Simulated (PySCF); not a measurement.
Computed shifts of a molecule CH4ClGeNSi, PySCF with PBE/pcSseg-1, GIAO, gas phase, atoms alike by connectivity averaged where their shifts nearly agree, in ppm (number of nuclei): ²⁹Si: 32.2 (1). ¹⁵N: 543.2 (1). ¹³C: 219.3 (1). ¹H: 10.75 (1), 6.89 (1), 6.46 (1), 6.19 (1). References: ³⁵Cl against HCl (σ = 936.5 ppm); ²⁹Si against TMS (σ = 335.4 ppm); ¹⁵N against NH3 (σ = 267.0 ppm); ¹³C against TMS (σ = 182.0 ppm); ⁷³Ge against GeH4 (σ = 1614.4 ppm); ¹H against TMS (σ = 31.49 ppm), references at their B3LYP-D3(BJ)/def2-TZVP geometries, non-relativistic (without spin–orbit terms, shifts of atoms bonded to Cl or Br come out too high). Geometry: B3LYP-D3(BJ)/def2-SVP. One conformer was computed; it need not be the lowest.

Q: Which molecule gave these data?
A) [Cl][Ge@H]1[CH]=N[SiH2]1
B) Cl[Si@H]1C=[N][GeH2]1
C) [Cl][Ge@H]1[N]=C[SiH2]1
D) Cl[Si@H]1N=[CH][GeH2]1

A: D, Cl[Si@H]1N=[CH][GeH2]1
